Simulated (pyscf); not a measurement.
H₂C⁻–F (SMILES [CH2-]F), singlet

Gas-phase minimum from PySCF at ωB97X-D3(BJ)/def2-SVPD, one conformer. 

```
C
H 1 1.1207
H 1 1.1207 2 101.31
F 1 1.5177 2 100.30 3 -102.83
```
Charge -1, spin multiplicity 1.

Properties at ωB97X-D3(BJ)/def2-SVPD:

| Quantity | Result |
|---|---|
| Harmonic wavenumbers, unscaled | 730, 1182, 1212, 1428, 2853, 2893 cm⁻¹ |
| Zero-point energy | 14.7 kcal/mol |
| Rotational symmetry number | 1 |
| Entropy of this conformer at 298 K and 1 atm, rigid rotor and harmonic oscillator, modes under 100 cm⁻¹ raised to 100 | 231.0 J/(mol K) |
| Dipole moment | depends on origin |

Single-point totals, which compare only within one level (frozen core for MP2 and CC):

```csv
level,total energy (hartree)
ωB97X-D3(BJ)/def2-TZVPD,-139.16151
PBE/def2-TZVPD,-138.98662
r²SCAN/def2-TZVPD,-139.06384
B3LYP-D3(BJ)/def2-TZVPD,-139.14390
PBE0-D3(BJ)/def2-TZVPD,-138.98528
M06-2X/def2-TZVPD,-139.07529
ωB97M-D3(BJ)/def2-TZVPD,-139.16188
HF/def2-TZVPPD,-138.42065
MP2/def2-TZVPPD,-138.86819
CCSD/def2-TZVPPD,-138.88102
CCSD(T)/def2-TZVPPD,-138.89765
```

The CCSD(T) − MP2 part came from Ansatz, without density fitting, on the same reference.
